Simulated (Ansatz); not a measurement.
C₂H₈B₂S. Charge 0, multiplicity 1. The bonds changed during the relaxation, so this is another structure than the one it started from.

```xyz
13

B     0.833    0.794   -1.704
S     1.198   -0.660   -0.532
C    -0.017    0.102    0.664
B    -0.597   -0.113   -0.762
C    -0.403   -0.764    1.827
H     1.178    1.852   -1.262
H     0.984    0.526   -2.856
H     0.342    1.096    0.925
H    -0.510    0.939   -1.525
H    -1.450   -0.833   -1.167
H     0.397   -0.849    2.566
H    -0.684   -1.768    1.501
H    -1.270   -0.322    2.325
```

(1) List the harmonic frequencies (cm⁻¹, unscaled) at PBE0-D4/def2-TZVP in Ansatz. (Best estimate.)

(2) Is this a minimum?

(3) Give the ideal-gas thermochemistry at 298.15 K and 1 bar (rigid rotor, harmonic oscillator; point group C1, symmetry number 1).

(4) And at 400, 500, 600, 800 and 1000 K?

(5) Rotational constants (cm⁻¹)?

## Answers

(1) The calculation gave: 200, 215, 258, 372, 494, 567, 597, 630, 688, 790, 796, 877, 935, 963, 985, 1019, 1057, 1095, 1163, 1176, 1350, 1407, 1477, 1491, 1728, 2031, 2570, 2674, 2693, 3049, 3117, 3127, 3146.

(2) Yes, all 33 modes are real.

(3) Zero-point energy 267.6 kJ/mol; H(298) − E = 286.0 kJ/mol; entropy 316.9 J/(mol·K), of which translation 164.4, rotation 108.5, vibration 44.1; G(298) − E = 191.6 kJ/mol.

(4) 
```json
{"T (K)": "400", "H − E (kJ/mol)": "298.3", "S (J/mol/K)": "352.0", "G − E (kJ/mol)": "157.5"}
{"T (K)": "500", "H − E (kJ/mol)": "313.0", "S (J/mol/K)": "384.8", "G − E (kJ/mol)": "120.6"}
{"T (K)": "600", "H − E (kJ/mol)": "330.0", "S (J/mol/K)": "415.7", "G − E (kJ/mol)": "80.6"}
{"T (K)": "800", "H − E (kJ/mol)": "369.1", "S (J/mol/K)": "471.7", "G − E (kJ/mol)": "-8.3"}
{"T (K)": "1000", "H − E (kJ/mol)": "413.4", "S (J/mol/K)": "521.0", "G − E (kJ/mol)": "-107.7"}
```

(5) 0.278, 0.1046, 0.09001.
